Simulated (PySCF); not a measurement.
C3INS.
SMILES with atom numbers: `[N:1]#[C:2][C:3]([I:4])=[C:5]=[S:6]`

Level of theory: PySCF, PBE0-D3(BJ)/def2-SVP geometry optimisation, gas phase, def2 core potentials past Kr.

(1) What internal coordinates does the optimisation give?

Results:

(1) 
| bond | length (bohr) | order |
| --- | --- | --- |
| N1≡C2 | 2.195 | triple |
| C2–C3 | 2.664 | single |
| C3–I4 | 3.988 | single |
| C3=C5 | 2.504 | double |
| C5=S6 | 2.920 | double |

Orders are formal, as drawn. A selection of angles:
| angle | degrees |
| --- | --- |
| N1–C2–C3 | 179.1 |
| C2–C3–I4 | 119.3 |
| C2–C3–C5 | 124.1 |
| I4–C3–C5 | 116.5 |
| C3–C5–S6 | 179.3 |

The 6 heavy atoms lie in one plane (0.002 Å rms). The C–C distances run from 1.325 Å (C3=C5, drawn double) to 1.410 Å (C2–C3, drawn single), a spread of 0.085 Å.

Point group: Cs (every atom within 0.08 Å of its image). Not checked by PBE0-D3(BJ)/def2-SVP frequencies.
